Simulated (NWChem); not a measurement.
System: CH3FGeO, singlet; SMILES [F][Ge][O]C

```xyz
7

Ge     0.3570    -0.6986     0.0387
F     -1.3339    -0.6730    -0.5521
O      0.5736     1.0656     0.3144
C     -0.3874     2.0882     0.0926
H     -0.5773     2.6306     1.0441
H      0.0142     2.8212    -0.6402
H     -1.3481     1.6838    -0.2905
```
Atoms are numbered in this order, from 1.

Computed with NWChem. Pople sets run with spherical d functions. Low-valent species are run as closed-shell singlets; no triplet was tried in these runs. All runs use the structure optimised with PBE-D3(BJ)/def2-SVP. Field at 589 nm.

| level | isotropic polarisability (bohr³) | anisotropy (bohr³) |
|---|---|---|
| B3LYP/6-31G* | 43.5 | 20.9 |
| B3LYP/def2-SVP | 43.1 | 20.8 |
| B3LYP/def2-SVPD | … | … |
| B3LYP/aug-cc-pVDZ | 52.0 | 21.0 |

Fill in the missing entries.


- B3LYP/def2-SVPD, isotropic polarisability (bohr³): 51.1
- B3LYP/def2-SVPD, anisotropy (bohr³): 19.9
